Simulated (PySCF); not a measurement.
H$_{3}$ClSi, charge +1, doublet, geometry from GFN2-xTB (a state made from the parent by changing its charge; the spin is typed, not shown lowest). Base run: PySCF with HF/6-31G*.

PySCF was given this input:
```python
from pyscf import gto, scf

mol = gto.Mole()
mol.atom = '''
    Si   -0.934967    0.033205   -0.078580
    Cl    1.035088    0.002907    0.076455
    H    -1.406147   -1.171284   -0.871134
    H    -1.545262    1.296285   -0.459699
    H    -1.555542   -0.639285    1.131209
'''
mol.basis = '6-31g*'
mol.charge = 1
mol.spin = 1
mol.verbose = 3
mol.build()

mf = scf.UHF(mol)
mf.kernel()
```

Variants of this job, named by their change:

```json
[
 {"change": "base", "ΔE vs base (mEh)": "0.000", "fitting functions": "-"},
 {"change": "only_dfj = on; auxbasis = def2-universal-jfit", "ΔE vs base (mEh)": "-0.232", "fitting functions": "135"},
 {"change": "auxbasis = even-tempered beta=1.6", "ΔE vs base (mEh)": "0.014", "fitting functions": "560"},
 {"change": "auxbasis = def2-universal-jkfit", "ΔE vs base (mEh)": "0.037", "fitting functions": "310"},
 {"change": "auxbasis = autoaux", "ΔE vs base (mEh)": "-0.083", "fitting functions": "340"},
 {"change": "auxbasis = even-tempered beta=3.0", "ΔE vs base (mEh)": "-0.395", "fitting functions": "252"},
 {"change": "auxbasis = cc-pvdz-jkfit", "ΔE vs base (mEh)": "0.185", "fitting functions": "293"},
 {"change": "auxbasis = cc-pvtz-jkfit", "ΔE vs base (mEh)": "0.068", "fitting functions": "332"},
 {"change": "exchange = seminumerical (SGX) (with mf = sgx.sgx_fit(mf, auxbasis='def2-universal-jfit'); with mf.with_df.dfj = True)", "ΔE vs base (mEh)": "-0.218", "fitting functions": "135"},
 {"change": "auxbasis = def2-universal-jfit", "ΔE vs base (mEh)": "3809.5", "fitting functions": "135"}
]
```

A fitting set is made for a task (jfit for Coulomb, jkfit for Coulomb and exchange, ri for correlation) and for a family of orbital bases.

Open shells are given as the SCF converged; they aren't shown to be the lowest states, and a large step between rows can be another state.
